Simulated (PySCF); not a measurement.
Cl (chlorine, neutral) across methods

[Ne] 3s1 3p6, 2S determinant (an excited configuration). All numbers are calculated (PySCF 2.14, the spin-free X2C one-electron Hamiltonian (Gaussian nucleus), in aug-cc-pVDZ-DK (5s4p2d, 27 functions)). The B2PLYP total includes its PT2 part (frozen core); its orbital energies are those of the SCF part.

```tsv
method	E (hartree)	mean ε 3s α (eV)	mean ε 3p α (eV)	mean ε 3p β (eV)	Σ⟨r²⟩ (bohr²)	⟨S²⟩
MN15	-461.1688	-24.513	-11.789	-10.614	28.07	0.752
LDA	-459.6031	-21.928	-9.690	-8.766	28.44	0.753
PBE	-460.9267	-21.980	-9.634	-8.640	28.39	0.753
M06-L	-461.0656	-23.430	-10.265	-8.802	28.21	0.757
r2SCAN	-461.0530	-23.193	-10.208	-8.843	28.34	0.758
M06	-461.0675	-24.752	-11.236	-9.838	28.34	0.756
UHF	-460.30975	-32.740	-15.682	-11.838	29.02	0.779
PBE0	-460.9317	-24.846	-11.323	-9.743	28.36	0.756
```

**Question.** Estimate the same row for B2PLYP.

**Answer.** E (hartree) = -460.9424; mean ε 3s α (eV) = -27.732; mean ε 3p α (eV) = -12.886; mean ε 3p β (eV) = -10.550; Σ⟨r²⟩ (bohr²) = 28.65; ⟨S²⟩ = 0.762.
